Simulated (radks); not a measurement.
Values are calculated unless marked as measured or tabulated.
Problem. Re3+, configuration [Xe] 4f14 5d3 7p1 (not the ground configuration). Level of theory: scalar-relativistic Kohn-Sham, r2SCAN, spin-unpolarised, spherical densities, finite nucleus; meta-GGA in the generalised Kohn-Sham scheme; Fermi nuclear charge, rms radius 5.3698 fm (a radial shooting solver on a logarithmic mesh with Libxc functionals). Some entries of the table are withheld. Estimate them.

orbital,occ.,eigenvalue (eV),r(max) (bohr)
1s,2,-71770.48,0.01124
2s,2,-12502.90,0.06450
2p,6,-10914.45,(1)
3s,2,-2935.021,(2)
3p,6,-2464.424,0.1802
3d,10,-1929.760,0.1470
4s,2,-649.4336,0.4127
4p,6,-494.3999,0.4329
4d,10,-298.8039,0.4434
5s,2,-125.8803,0.9371
5p,6,-86.4243,1.054
4f,14,-82.0278,0.4180
5d,3,-40.2431,1.337
7p,1,-12.6322,5.672

Solution. 
(1) 2p r(max) (bohr): 0.05303
(2) 3s r(max) (bohr): 0.1818
